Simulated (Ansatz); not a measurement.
Question: Name a neutral molecule of Al, C, Cl, O and H with ideal-gas entropy at 298 K and 1 bar (rigid rotor, harmonic PBE0-D4/def2-TZVP) between 349 and 365 J/(mol·K) and LUMO energy (PBE0/def2-TZVPP) between -1.20 and -0.90 eV (Ansatz, PBE0-D4/def2-TZVP geometry).

Answer: `ClC1[CH2][Al]([Cl])[O]1` (357 J/(mol·K), -0.92 eV). Other molecules can fit too; these were computed, each in one conformer that needn't be the lowest.
